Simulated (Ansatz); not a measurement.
Basis sets compared for Cs3I4. Charge 0, multiplicity 2. Geometry PBE0-D4/def2-SVP. Ansatz on 4 threads of Intel Xeon 6975P-C on a shared host; times are rough, and most runs start from earlier orbitals.

Cartesian coordinates in Å:
```
Cs 3.2416 1.4721 -1.0301
Cs -0.9469 1.0521 2.3405
Cs -2.1499 -2.7029 -1.3330
I 1.7285 3.4075 1.5299
I 0.6994 -0.6879 -2.9151
I 1.2476 -1.6193 0.1661
I -3.8202 -0.9215 1.2417
```

In the def2 sets Cs, I take a core potential; there is no spin–orbit coupling. In the doublet, I5 and I6 lie 3.27 Å apart (atoms count from 1), so these atoms are partly bonded to each other. Another isomer (doublet) lies 0.12 eV lower at PBE0-D4/def2-TZVP; other spin states weren't run for this one.

Binding counts from free atoms (Cs doublet, I doublet) in the same basis, without a counterpoise term.

```csv
level,functions,energy (Eh),HOMO (eV),LUMO (eV),binding per atom (eV),wall time
PBE-D4/def2-SVP,176,-1251.5989,-4.75,-4.62,2.08,6.5 s
PBE0-D4/def2-SVP,176,-1251.6934,-5.77,-4.03,2.08,7 s
```

(1) Estimate the rows for PBE-D4/def2-TZVP (with forces), PBE0-D4/def2-TZVP.

## Answers

(1) 
```tsv
level	functions	energy (Eh)	HOMO (eV)	LUMO (eV)	binding per atom (eV)	wall time
PBE-D4/def2-TZVP (with forces)	287	-1251.6364	-4.84	-4.65	2.07	9.5 s
PBE0-D4/def2-TZVP	287	-1251.7265	-5.86	-3.99	2.08	15 s
```
